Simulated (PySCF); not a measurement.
# Structure from NMR data

The spectra below were simulated for a compound C$_{4}$H$_{9}$FOSi.

1H NMR (600 MHz, computed): δ 5.50 (m, 1H), 5.12 (m, 1H), 4.03 (s, 3H), 2.72 (m, 1H), 2.41 (m, 1H), 1.62 (m, 1H), 1.14 (m, 1H).

13C{1H} NMR (computed): δ 99.2 (CH), 54.7 (CH3), 31.2 (CH2), 14.5 (CH2).

Computed data (PySCF): NMR shieldings at PBE0/pcSseg-1/GIAO, geometry from GFN2-xTB. Relativity neglected, single conformer, no solvent, fast rotation and ring inversion assumed for equivalent nuclei.

References, each an isolated molecule treated in the same way: 1H and 13C against TMS.

Task: Propose a structure and justify it.

Result: 
Rings plus π bonds: 1 (1 ring in the answer). 4 carbon signals for 4 carbons: no two carbons are equivalent. Carbon types of the structure: 1 × CH, 2 × CH2, 1 × CH3, leaving 1 H on heteroatoms. δC 99.2: sp3 CH bonded to F and Si; deshielded by the electronegative neighbour. δC 54.7: methyl carbon bonded to O; pulled downfield by the heteroatom. δC 31.2: sp3 CH2 in a ring; a saturated carbon with 2 carbon neighbours and no heteroatom attached. δC 14.5: sp3 CH2 bonded to Si. δH 5.12: hydrogen on an sp3 CH bonded to F and Si; its carbon carries F, which withdraws density. δH 4.03: hydrogen on a methyl carbon bonded to O; its carbon carries O, an electronegative neighbour. δH 1.62, 1.14: hydrogen on an sp3 CH2 bonded to Si.

The compound is `CO[Si@@H]1CC[C@@H]1F`.

The shifts were computed for this structure.

Splittings by 19F in the carbon and heteronuclear signals aren't shown, as no couplings were computed. Shifts are as computed. Against solution values, carbons near 30 ppm lie about +3 ppm off and those near 130 ppm about +5 ppm. Of 1309 compounds with measured shifts, 239 miss one by over three times the rms of a fit or turn the order of signals round; such compounds aren't used in these exercises. No couplings were computed; multiplicities are counted from neighbouring protons, with m where these are inequivalent, close in shift, in a saturated or five-membered ring or joined by F or P, and br s for small geminal =CH2 splittings.
